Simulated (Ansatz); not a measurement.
```yaml
crystal:
  periodic: [false, false, false]
  atoms:
    - {symbol: Nb, position_ang: [-0.000322, 0.000027, -0.000123]}
    - {symbol: S, position_ang: [0.011131, -0.017950, 2.329852]}
    - {symbol: S, position_ang: [2.193029, 0.011015, -0.786689]}
    - {symbol: S, position_ang: [-1.106251, 1.906112, -0.756917]}
    - {symbol: S, position_ang: [-1.097587, -1.899205, -0.786124]}
basis:
  gaussian: {orbitals: STO-3G, nuclear_model: gaussian}
total_charge: -3
hamiltonian: {xc: {name: B2PLYP}}
scf: {omitted_lower_state_checks: [starts]}
```

```sh
$ ansatz run in.yaml --threads 4 --pin off --events-out ev --progress --plain --max-ram 3916MiB
```

It prints (some lines left out):

```
Functional definition: B2PLYP
  name "B2PLYP"
  cite "Grimme, J. Chem. Phys. 124, 034108 (2006) doi:10.1063/1.2148954"
  cite "Becke, Phys. Rev. A 38, 3098 (1988) doi:10.1103/PhysRevA.38.3098"
  cite "Lee, Yang & Parr, Phys. Rev. B 37, 785 (1988) doi:10.1103/PhysRevB.37.785"
  parameter a = 0.53
  parameter c = 0.27
  exchange = (1 - a)*b88_x + a*exact_x
  correlation = (1 - c)*lyp_c + c*(mp2_os + mp2_ss)
these checks for a lower state are left out or cut short: starts
727 factors; integrals over basis functions are off by at most 1.3e-4 eV
mean field evaluation 1: about -143965.3053 eV, gradient 6.0e1 eV
mean field evaluation 2: about -143965.3115 eV, gradient 6.0e1 eV
mean field evaluation 4: about -143978.7492 eV, gradient 1.0e0 eV
mean field evaluation 8: about -143978.7572 eV, gradient 5.4e-2 eV
mean field evaluation 16: about -143978.7572 eV, gradient 4.6e-6 eV
mean field -143978.75721387 eV, -5291.1217353028 hartree, gradient 4.6e-6 eV, S^2 0.000000; 0 other end points of the search recorded, 0 dependent functions left out
34 core orbitals not correlated: weight in the atoms' cores, before any rotation towards them, 1.000 or more for the frozen orbitals, at most 0.000 for the correlated occupied ones
reference -143978.75733581 eV, -5291.1217397840 hartree; 20, 20 occupied and 9, 9 virtual orbitals, 727 factors
second order -11.23528612 eV of doubles, -0.00000000 eV of singles
Total energy: -143981.79086306 eV, -5291.2332198543 hartree
Checks for a lower state left out: starts
```

It took 4.3 s on 4 threads of Intel Xeon on a shared host.

Correlated methods freeze 34 core orbitals; core or outer-core shells of Nb are correlated, in sets that lack core-valence functions. A multiply charged anion in the gas phase is held together partly by the finite basis. Removing one electron lowers the energy by 4.36 eV at PBE0-D4/def2-TZVPD, so it isn't bound. The highest occupied level of an anion often lies above zero with these methods, and sets without diffuse functions describe the outer electron poorly.
